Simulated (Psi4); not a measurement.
trans-dichloroethylene (C2H2Cl2), singlet, geometry from GFN2-xTB; CAM-B3LYP/def2-SV(P) run with Psi4.

Psi4 was given this input:
```
memory 2 GB

molecule {
0 1
Cl    2.10328556    0.36099099    0.01830268
C     0.55226406   -0.36482497   -0.00124048
C    -0.55226406    0.36482497    0.00124048
Cl   -2.10328556   -0.36099099   -0.01830268
H     0.55829032   -1.44326218   -0.01538865
H    -0.55829032    1.44326218    0.01538865
}

set {
  basis def2-sv(p)
  cholesky_tolerance 1e-3
  scf_type cd
}

energy('cam-b3lyp')
print_variables()
```

Task: What does Psi4 print? Leave out banner, timings and long lists.

Result: 
```
   => Loading Basis Set <=

    Name: DEF2-SV(P)
    Role: ORBITAL
    Keyword: BASIS

Traceback (most recent call last):
  File "psi4", line 375, in <module>
  File "<string>", line 28, in <module>
  File "site-packages/psi4/driver/driver.py", line 533, in energy
  File "site-packages/psi4/driver/procrouting/proc.py", line 2760, in run_scf
  File "site-packages/psi4/driver/procrouting/proc.py", line 1939, in scf_helper
  File "site-packages/psi4/driver/procrouting/proc.py", line 1433, in scf_wavefunction_factory
  File "site-packages/psi4/driver/procrouting/proc.py", line 1397, in build_functional_and_disp
  File "site-packages/psi4/driver/procrouting/dft/superfunctionals.py", line 135, in build_superfunctional

psi4.driver.p4util.exceptions.ValidationError: SCF: SCF_TYPE (CD) not supported for range-separated functionals, plese use SCF_TYPE = 'DF' to automatically select the correct JK build.

Printing out the relevant lines from the Psithon --> Python processed input file:
    """)
    core.IO.set_default_namespace("")
    core.set_global_option("BASIS", "def2-sv(p)")
    core.set_global_option("CHOLESKY_TOLERANCE", 1e-3)
    core.set_global_option("SCF_TYPE", "cd")
--> energy('cam-b3lyp')
    print_variables()

!----------------------------------------------------------------------------------!
!                                                                                  !
!  SCF: SCF_TYPE (CD) not supported for range-separated functionals, plese use     !
!     SCF_TYPE = 'DF' to automatically select the correct JK build.                !
!                                                                                  !
!----------------------------------------------------------------------------------!
```

The input was rejected before any calculation.
